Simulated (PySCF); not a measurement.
C3H3, SMILES C#C[CH2] (connectivity only; charge and spin as stated), charge +1, multiplicity 1.

The structure is a stationary point at PBE0-D3(BJ)/def2-TZVP. The spin state was assumed, not searched. The isomer is the one that the SMILES or the coordinates give; other isomers of the formula were not compared.

Level of theory: PBE0-D3(BJ)/def2-TZVP run with PySCF 2.14.0.

No scaling factor is applied to the harmonic values.

Computed normal modes with their intensities:
```json
[
 {"mode": "1", "ν (cm⁻¹)": "268", "IR (km/mol)": "27.3", "Raman (Å⁴/amu)": "0.0", "depolarisation": "–", "moving atoms (share of kinetic energy)": "C 75 %, H 25 %"},
 {"mode": "2", "ν (cm⁻¹)": "324", "IR (km/mol)": "17.3", "Raman (Å⁴/amu)": "1.4", "depolarisation": "0.75", "moving atoms (share of kinetic energy)": "C 71 %, H 29 %"},
 {"mode": "3", "ν (cm⁻¹)": "643", "IR (km/mol)": "60.0", "Raman (Å⁴/amu)": "1.0", "depolarisation": "0.75", "moving atoms (share of kinetic energy)": "H 81 %, C 19 %"},
 {"mode": "4", "ν (cm⁻¹)": "913", "IR (km/mol)": "5.2", "Raman (Å⁴/amu)": "0.7", "depolarisation": "0.75", "moving atoms (share of kinetic energy)": "H 71 %, C 29 %"},
 {"mode": "5", "ν (cm⁻¹)": "1027", "IR (km/mol)": "0.7", "Raman (Å⁴/amu)": "0.0", "depolarisation": "–", "moving atoms (share of kinetic energy)": "H 67 %, C 33 %"},
 {"mode": "6", "ν (cm⁻¹)": "1126", "IR (km/mol)": "11.8", "Raman (Å⁴/amu)": "0.1", "depolarisation": "0.75", "moving atoms (share of kinetic energy)": "H 72 %, C 28 %"},
 {"mode": "7", "ν (cm⁻¹)": "1160", "IR (km/mol)": "26.2", "Raman (Å⁴/amu)": "53.5", "depolarisation": "0.23", "moving atoms (share of kinetic energy)": "C 72 %, H 28 %"},
 {"mode": "8", "ν (cm⁻¹)": "1466", "IR (km/mol)": "9.3", "Raman (Å⁴/amu)": "2.4", "depolarisation": "0.30", "moving atoms (share of kinetic energy)": "H 76 %, C 24 %"},
 {"mode": "9", "ν (cm⁻¹)": "2148", "IR (km/mol)": "391.6", "Raman (Å⁴/amu)": "26.4", "depolarisation": "0.20", "moving atoms (share of kinetic energy)": "C 92 %, H 8 %"},
 {"mode": "10", "ν (cm⁻¹)": "3114", "IR (km/mol)": "30.6", "Raman (Å⁴/amu)": "114.1", "depolarisation": "0.09", "moving atoms (share of kinetic energy)": "H 95 %"},
 {"mode": "11", "ν (cm⁻¹)": "3217", "IR (km/mol)": "50.1", "Raman (Å⁴/amu)": "54.5", "depolarisation": "0.75", "moving atoms (share of kinetic energy)": "H 89 %, C 11 %"},
 {"mode": "12", "ν (cm⁻¹)": "3374", "IR (km/mol)": "114.9", "Raman (Å⁴/amu)": "44.3", "depolarisation": "0.19", "moving atoms (share of kinetic energy)": "H 86 %, C 14 %"}
]
```
